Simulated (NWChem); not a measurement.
n-butyl acetate (C6H12O2); SMILES C(COC(C)=O)CC

```xyz
20

C      0.3039     3.9495     0.0041
C     -0.4994     2.6582     0.0011
C      0.3725     1.4093     0.0051
C     -0.4372     0.1333    -0.0014
O      0.4638    -0.9697    -0.0004
C     -0.0889    -2.1905     0.0005
C      0.9633    -3.2617     0.0019
O     -1.2772    -2.3758     0.0005
H      0.9590     4.0154    -0.8793
H     -0.3517     4.8333    -0.0018
H      0.9473     4.0186     0.8958
H     -1.1698     2.6383     0.8786
H     -1.1629     2.6378    -0.8816
H      1.0295     1.4101     0.8918
H      1.0407     1.4120    -0.8732
H     -1.0979     0.0647     0.8792
H     -1.0901     0.0693    -0.8882
H      1.6069    -3.1539     0.8871
H      1.6086    -3.1541    -0.8821
H      0.4849    -4.2471     0.0012
```
Atoms are numbered in this order, from 1.

Computed with NWChem. Pople sets run with spherical d functions. All runs use the structure optimised with PBE0/def2-SVP. No frequency run checked for a minimum. Isolated, static molecule.

GIAO at Hartree-Fock/6-31G*: principal shieldings of O5 are 21.3, 243.5, 304.4 ppm; an isolated water molecule has σ = 327.2 ppm at the same levels.

Question: Find the isotropic 17O shift, its principal values, the span and the skew.

Answer: 
1. σ(iso) = one third of the sum = 189.7 ppm.
2. δ = σ(reference) − σ = 137.5 ppm against water.
3. δ11, δ22, δ33 = 305.9, 83.7, 22.8 ppm.
4. Span Ω = δ11 − δ33 = 283.1 ppm; skew κ = 3(δ22 − δ(iso))/Ω = -0.57.
